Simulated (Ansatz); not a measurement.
Mulliken charges of Ge₂H₆O₂ (`[OH][GeH2][GeH2][OH]`) from ωB97M-V/def2-TZVPP in Ansatz (PBE0-D4/def2-TZVP geometry).

| atom | x (Å) | y (Å) | z (Å) | charge (e) |
| --- | --- | --- | --- | --- |
| O1 | -2.126 | -0.792 | 0.762 | -0.414 |
| Ge2 | -0.950 | -0.791 | -0.582 | 0.271 |
| Ge3 | 1.092 | 0.363 | 0.063 | 0.227 |
| O4 | 0.677 | 2.102 | 0.047 | -0.421 |
| H5 | -1.783 | -1.215 | 1.553 | 0.161 |
| H6 | -1.684 | -0.079 | -1.723 | 0.031 |
| H7 | -0.620 | -2.249 | -0.976 | -0.003 |
| H8 | 2.259 | 0.104 | -0.917 | -0.005 |
| H9 | 1.559 | -0.038 | 1.483 | -0.009 |
| H10 | 1.399 | 2.656 | 0.353 | 0.163 |

Task: By hand: the dipole of these point charges (1 e Å = 4.8032 D).

Result: Σ q r = (0.451, -0.448, -0.230) e Å, of length 0.676 e Å = 3.25 D.

Task: How does the dipole of the full density compare? (An estimate is asked.)

Result: Computed: (0.495, -0.191, 0.116) e Å, 2.61 D; the point charges give 1.25 times that, at 40° from its direction.

Point charges leave out the atoms' own dipoles, such as those of lone pairs, and Mulliken's split depends on the basis, so the two needn't agree.
